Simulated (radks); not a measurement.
The niobium ion Nb11+, 30 electrons, occupied as [Ar] 3d10 4s2. Method: scalar-relativistic Kohn-Sham, LB94 model potential, spin-polarised, spherical densities, finite nucleus; Fermi nuclear charge, rms radius 4.324 fm; computed with a radial shooting solver on a logarithmic mesh with Libxc functionals. Some entries of the table are withheld. Estimate them.

orbital,occ.,eigenvalue (eV),<r^2> (bohr^2),<r> (bohr)
1s,2,-19148.81,0.001750,(1)
2s,2,-2882.433,0.02923,0.1575
2p,6,-2602.844,0.02297,0.1371
3s,2,-663.1909,0.2229,0.4414
3p,6,-571.3046,0.2275,0.4425
3d,10,-420.9510,0.2161,0.4247
4s,2,-251.4850,(2),1.012
4p,0,-222.4155,1.285,1.067
5s,0,-134.9376,3.798,1.844

Answer. 
(1) 1s <r> (bohr): 0.03603
(2) 4s <r^2> (bohr^2): 1.149
